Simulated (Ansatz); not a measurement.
`[AlH2][SiH]([SiH3])Cl` + `N[SiH2][GeH3]` → `[AlH2][NH][SiH2][GeH3]` + `[SiH3][SiH2]Cl` at 700 K and 1 bar (cleavage of the Al–Si bond).

Gas-phase electronic energies from Ansatz, PBE0-D4/def2-TZVP geometries. CCSD(T)/CBS is the MP2 limit (def2-TZVPP, def2-QZVPP) plus CCSD(T) − MP2 in def2-TZVPP, frozen cores. For Ge outer-core shells are correlated without core-valence functions, which leaves a few kJ/mol of doubt a bond. Scalar relativity is left out up to krypton. One conformer a species, not always the lowest.

```tsv
species	CCSD(T)/CBS energy (Eh)	H − E (kJ/mol)	S (J/(mol·K))
`[AlH2][SiH]([SiH3])Cl`	-1283.57831	217.2	525.7
`N[SiH2][GeH3]`	-2424.12162	249.8	454.9
`[AlH2][NH][SiH2][GeH3]`	-2666.76326	281.3	537.4
`[SiH3][SiH2]Cl`	-1040.97629	178.3	420.2
```

H − E and S are ideal-gas, rigid-rotor, harmonic terms from PBE0-D4/def2-TZVP, for one conformer and one mirror image of each species. 1 Eh = 2625.50 kJ/mol, R = 8.31446 J/(mol·K).

Q: By hand: ΔE, ΔH, ΔS and ΔG.

A: ΔE = (-2666.76326) + (-1040.97629) − (-1283.57831) − (-2424.12162) = -0.03962 Eh = -104.0 kJ/mol. Δ(H − E) = 281.3 + 178.3 − 217.2 − 249.8 = -7.4, so ΔH = -111.4 kJ/mol. ΔS = 537.4 + 420.2 − 525.7 − 454.9 = -23.0 J/(mol·K). ΔG = -111.4 − 700 × (-23.0)/1000 = -95.3 kJ/mol.

Q: By hand: the equilibrium constant, and the temperature at which ΔG would vanish if ΔH and ΔS stayed fixed.

A: log₁₀ K = −ΔG/(RT ln 10) = 7.1. ΔG = 0 at ΔH/ΔS = 4843 K, far beyond where these terms or the molecules hold.

ΔH outweighs TΔS. A doubt of 5 kJ/mol in ΔE shifts log₁₀ K by 0.4 here. Other conformers and mirror images would add mixing entropy, several J/(mol·K) or more a flexible species. Modes under 60 cm⁻¹, often nearly free rotors, make the harmonic entropy too high. These are equilibria of isolated gas molecules and say nothing of rates. Largest T1 diagnostic: 0.012 (customary marks: 0.02 for closed shells, 0.045 for open ones).
